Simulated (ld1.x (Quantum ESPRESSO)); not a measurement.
Mn (Z = 25): excitation energies, all-electron against TM semilocal

Mn (Z = 25), norm-conserving Troullier–Martins (semilocal form), made with ld1.x (Quantum ESPRESSO) 7.5 (PBEsol, scalar-relativistic). Core [Ne], reference 3s2 3p6 3d5 4s1.5 4p0.5. Waves: 3p (bound): rc 0.95 bohr; 3d (bound): rc 1.95 bohr; 3s (bound): rc 1.10 bohr. Local part: the s channel. Core correction: none.

Occupied shells without a wave of their own: 4p, 4s. They enter only through the test configuration that unscreens the potential.

Energies are relative to the spin-unpolarised reference configuration 3s2 3p6 3d5 4s1.5 4p0.5; without spin polarisation the order of configurations can differ from experiment.

```
valence configuration  charge  ΔE all-electron (eV)  error AE − PS (meV)
  3s2 3p6 3d5 4s2 4p0       0                -1.915                 +117
  3s2 3p6 3d5 4s1 4p0      +1                 6.517                 -163
  3s2 3p6 3d5 4s0 4p0      +2                22.028                 -617
  3s2 3p6 3d5 4s0 4p2       0                 6.045                 -404
  3s2 3p6 3d4 4s0 4p0      +3                54.508                -1015
  3s2 3p6 3d3 4s0 4p0      +4               105.229                -1088
```

(1) What are ΔE and the potential's error for 3s2 3p6 3d6 4s1 4p0?

Levels in the configuration 3s2 3p6 3d3 4s0 4p0:

```tsv
level	all-electron (eV)	pseudo (eV)
3s	-142.227	-142.610
3p	-110.493	-110.881
3d	-60.685	-60.375
```

Answers

(1) ΔE = -2.281 eV all-electron; the error (AE − PS) is -99 meV.

ld1.x printed “convergence not achieved” for 5 of the counted tests; their residual had stalled under 1e-8, short of the target of 1e-14. The 4p, 4s levels have no wave, so the channel is fitted at the deeper level alone: the likely source of the large errors.
